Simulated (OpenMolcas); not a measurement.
**Ionisation energies of calcium**

```yaml
Program: OpenMolcas
Basis: ANO-R2 [6s5p3d1f]
Scalar_Hamiltonian: X2C, finite nucleus
Spin-orbit_coupling: state interaction with AMFI integrals over the reference wave functions, term energies averaged over their components
```

Active shells in each charge state: the valence s, p, d shells, with orbitals averaged over the low states. Where CASPT2's correlated closed shells are named, they are those of the first ion.

A. CASSCF
B. SS-CASPT2, IPEA 0.25 Eh, imaginary shift 0.1 Eh (closed shells correlated: 3s 3p)
C. SS-CASPT2, IPEA 0 Eh, imaginary shift 0.1 Eh (closed shells correlated: 3s 3p)
D. SS-CASPT2, IPEA 0.25 Eh, imaginary shift 0.1 Eh (closed shells correlated: 2s 2p 3s 3p)
E. SS-CASPT2, IPEA 0.25 Eh, imaginary shift 0.1 Eh (closed shells correlated: none)

Energies in eV between the lowest computed levels, named as in B; reference values from the NIST Atomic Spectra Database with their kind.

```tsv
From	To	A	B	C	D	E	Spin-orbit share in B	Reference
Ca 4s2 1S0	Ca+ 4s 2S 1/2	5.773	5.879	5.870	5.879	5.915	+0.000	6.113 (measured)
Ca+ 4s 2S 1/2	Ca2+ 3p6 1S0	11.239	11.766	11.810	11.771	11.239	+0.000	11.872 (measured)
```

Error against the reference values, in %:

```
From  Reference     A     B     C     D     E
  Ca   measured  -5.6  -3.8  -4.0  -3.8  -3.2
 Ca+   measured  -5.3  -0.9  -0.5  -0.9  -5.3
```

Mean absolute error over the 2 measured values: A 0.49 eV, B 0.17 eV, C 0.15 eV, D 0.17 eV, E 0.42 eV.

The lowest level within the active space need not be the ion's true ground level.
